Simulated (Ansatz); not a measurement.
water (H$_{2}$O), singlet, geometry from GFN2-xTB.

Ansatz (an electronic-structure program) was given this input:
Ansatz 0.2 input:
```yaml
crystal:
  periodic: [false, false, false]
  atoms:
    - {symbol: O, position_ang: [0.00956971, 0.00206403, 0.11338892]}
    - {symbol: H, position_ang: [-0.05579359, 0.76362201, -0.46612807]}
    - {symbol: H, position_ang: [-0.02076411, -0.78013425, -0.44098332]}
basis:
  gaussian:
    orbitals: 6-31G__.json
hamiltonian:
  xc: {name: wB97M-V}
accuracy: high
```
The basis file holds 6-31G** in the JSON format of the Basis Set Exchange.

Task: Predict the total energy from WB97M-V/6-31G** (Ansatz).

Result: -76.3877 Eh

Task: What number of basis functions does WB97M-V/6-31G** give?

Result: 25
